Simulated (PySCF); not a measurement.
Molfile (atoms numbered from 1):
```
C6H4N2
     RDKit          3D

 12 12  0  0  0  0  0  0  0  0999 V2000
    3.5962   -0.5971   -0.1414 N   0  0  0  0  0  0  0  0  0  0  0  0
    2.4562   -0.4939   -0.1058 C   0  0  0  0  0  0  0  0  0  0  0  0
    1.0464   -0.3075   -0.0566 C   0  0  0  0  0  0  0  0  0  0  0  0
    0.5346    0.9836    0.0926 C   0  0  0  0  0  0  0  0  0  0  0  0
   -0.8410    1.1349    0.1377 C   0  0  0  0  0  0  0  0  0  0  0  0
   -1.6419    0.0080    0.0344 C   0  0  0  0  0  0  0  0  0  0  0  0
   -1.0265   -1.2293   -0.1140 C   0  0  0  0  0  0  0  0  0  0  0  0
    0.2795   -1.3900   -0.1584 N   0  0  0  0  0  0  0  0  0  0  0  0
    1.2016    1.8285    0.1694 H   0  0  0  0  0  0  0  0  0  0  0  0
   -1.2794    2.1156    0.2511 H   0  0  0  0  0  0  0  0  0  0  0  0
   -2.7172    0.0842    0.0674 H   0  0  0  0  0  0  0  0  0  0  0  0
   -1.6073   -2.1376   -0.2025 H   0  0  0  0  0  0  0  0  0  0  0  0
  1  2  3  0
  2  3  1  0
  3  4  2  0
  4  5  1  0
  5  6  2  0
  6  7  1  0
  7  8  2  0
  8  3  1  0
  4  9  1  0
  5 10  1  0
  6 11  1  0
  7 12  1  0
M  END
```

[PySCF 2.14.0 with density-fitted response routines: GIAO PBE0/pcSseg-1 shieldings; geometry: GFN2-xTB; non-relativistic Hamiltonian; single conformer; no solvent]

References, each an isolated molecule treated in the same way: TMS for ¹³C (186.93 ppm), ¹H (31.72 ppm); NH3 for ¹⁵N (267.73 ppm).

```json
{"atoms": "H10", "nucleus": "¹H", "count": "1", "Hirshfeld charge": "0.07", "δ (ppm)": "8.08"}
{"atoms": "H9", "nucleus": "¹H", "count": "1", "Hirshfeld charge": "0.07", "δ (ppm)": "?"}
{"atoms": "C7", "nucleus": "¹³C", "count": "1", "Hirshfeld charge": "0.03", "δ (ppm)": "156.2"}
{"atoms": "H11", "nucleus": "¹H", "count": "1", "Hirshfeld charge": "0.06", "δ (ppm)": "7.56"}
{"atoms": "C3", "nucleus": "¹³C", "count": "1", "Hirshfeld charge": "0.07", "δ (ppm)": "?"}
{"atoms": "C4", "nucleus": "¹³C", "count": "1", "Hirshfeld charge": "-0.03", "δ (ppm)": "?"}
{"atoms": "C5", "nucleus": "¹³C", "count": "1", "Hirshfeld charge": "-0.02", "δ (ppm)": "142.5"}
{"atoms": "C2", "nucleus": "¹³C", "count": "1", "Hirshfeld charge": "0.08", "δ (ppm)": "123.0"}
{"atoms": "N1", "nucleus": "¹⁵N", "count": "1", "Hirshfeld charge": "-0.20", "δ (ppm)": "?"}
{"atoms": "H12", "nucleus": "¹H", "count": "1", "Hirshfeld charge": "0.06", "δ (ppm)": "9.08"}
{"atoms": "N8", "nucleus": "¹⁵N", "count": "1", "Hirshfeld charge": "-0.14", "δ (ppm)": "367.6"}
{"atoms": "C6", "nucleus": "¹³C", "count": "1", "Hirshfeld charge": "-0.04", "δ (ppm)": "130.8"}
```

Q: Fill in the missing shifts.

A: 
- C3: 140.0 ppm, substituted aromatic carbon next to a ring nitrogen
- C4: 137.0 ppm, aromatic CH; the aromatic region
- H9: 7.92 ppm, hydrogen on an aromatic CH; ring-current deshielding
- N1: 314.3 ppm, nitrile nitrogen

Shifts are as computed. Against solution values, carbons near 30 ppm lie about +3 ppm off and those near 130 ppm about +5 ppm. Of 1211 compounds with measured shifts, 218 miss one by over three times the rms of a fit or turn the order of signals round; such compounds aren't used in these exercises. Experimental scales use liquid or dissolved standards, which lie at an offset from isolated NH3 (liquid NH3: subtract about 20 ppm). Unscaled 15N shifts of sp2 nitrogen come out 20 to 40 ppm too high even then.
